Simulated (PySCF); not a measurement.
C₄H₈OSi, SMILES C/C=C1/OC[SiH2]1. Atoms are numbered in the order given.

```xyz
14

C     -0.3475     2.6566     0.0000
C      0.6849     1.5660     0.0000
C      0.3783     0.2673     0.0000
O      1.3156    -0.7598     0.0000
C      0.5070    -1.9617     0.0000
Si    -1.0903    -0.9093     0.0000
H     -1.3689     2.2415     0.0000
H     -0.2493     3.3058    -0.8865
H     -0.2493     3.3058     0.8865
H      1.7458     1.8467     0.0000
H      0.7172    -2.5687     0.8960
H      0.7172    -2.5687    -0.8960
H     -1.9544    -0.9617    -1.2131
H     -1.9544    -0.9617     1.2131
```

Geometry: ωB97X-D3(BJ)/def2-SVP. The structure was generated by enumeration; whether it is a known compound was not checked.

These are ωB97X/def2-TZVP (PySCF) values and carry that method's errors.

ESP charges are fitted to the potential on shells at 1.4 to 2.0 van der Waals radii. Atomic charges (e):

```
atom  Mulliken  ESP fit  meta-Löwdin
----  --------  -------  -----------
C1       -0.32    -0.50        -0.32
C2       -0.17    -0.18        -0.16
C3        0.02     0.12        -0.03
O4       -0.27    -0.32        -0.36
C5       -0.18    -0.10        -0.23
Si6       0.26     0.29         0.60
H7        0.10     0.15         0.10
H8        0.12     0.16         0.12
H9        0.12     0.16         0.12
H10       0.13     0.16         0.12
H11       0.11     0.10         0.12
H12       0.11     0.10         0.12
H13      -0.02    -0.06        -0.09
H14      -0.02    -0.06        -0.09
```

Computed Mayer and Wiberg (Löwdin basis) orders of the bonds:
```
bond     Mayer  Wiberg
-------  -----  ------
C1–C2     0.95    1.30
C2–C3     1.84    2.00
C3–O4     1.02    1.49
O4–C5     0.94    1.37
C3–Si6    0.94    1.02
C5–Si6    0.98    1.09
C1–H7     1.00    0.89
C1–H8     0.97    0.90
C1–H9     0.97    0.90
C2–H10    0.94    0.82
C5–H11    0.95    0.91
C5–H12    0.95    0.91
Si6–H13   0.95    0.94
Si6–H14   0.95    0.94
```
